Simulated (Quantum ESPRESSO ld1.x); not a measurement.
The niobium ion Nb0.25+, configuration [Kr] 4d(3/2: 3.75, 5/2: 0) 5s1 (fractional occupations, a model configuration).

All-electron calculation, Dirac Kohn-Sham, PBE, spin-unpolarised, spherical densities, point nucleus. Program: ld1.x of Quantum ESPRESSO 7.5.

Energy parts (eV):
total: -103950
kinetic: 107605
electron-nucleus: -250963
Hartree: 42641
exchange-correlation: -3233

Orbitals (lengths in bohr, moments of r in powers of bohr; <r^-3> diverges for s and p1/2; r(max) is where P^2 peaks):
orbital  occ.  eigenvalue (eV)  <r^-3>     <r^2>   r(max)  small-component weight
1s1/2       2         -18801.8       -  0.001757  0.02349                2.23e-02
2s1/2       2         -2631.04       -   0.02938   0.1333                4.56e-03
2p1/2       2         -2414.62       -   0.02224   0.1039                4.56e-03
2p3/2       4         -2318.84    2211   0.02361   0.1076                4.42e-03
3s1/2       2         -440.620       -    0.2251   0.3957                1.20e-03
3p1/2       2         -359.147       -    0.2243   0.3833                1.15e-03
3p3/2       4         -343.634   362.6    0.2349   0.3925                1.11e-03
3d3/2       4         -199.814   52.17    0.2241   0.3330                9.93e-04
3d5/2       6         -196.926   49.85    0.2276   0.3357                9.81e-04
4s1/2       2         -60.3107       -     1.524    1.032                2.60e-04
4p1/2       2         -37.8740       -     1.885    1.107                2.15e-04
4p3/2       4         -35.7755   49.11     1.980    1.132                2.06e-04
5s1/2       1          -5.4315       -     14.84    3.025                2.92e-05
4d3/2    3.75          -4.9203   3.030     5.657    1.481                9.06e-05
4d5/2       0          -4.7590   2.855     5.823    1.495                8.85e-05

The highest occupied level is 4d3/2 at -4.920 eV. The density falls to 0.001 e/bohr^3 at r = 4.70 bohr.
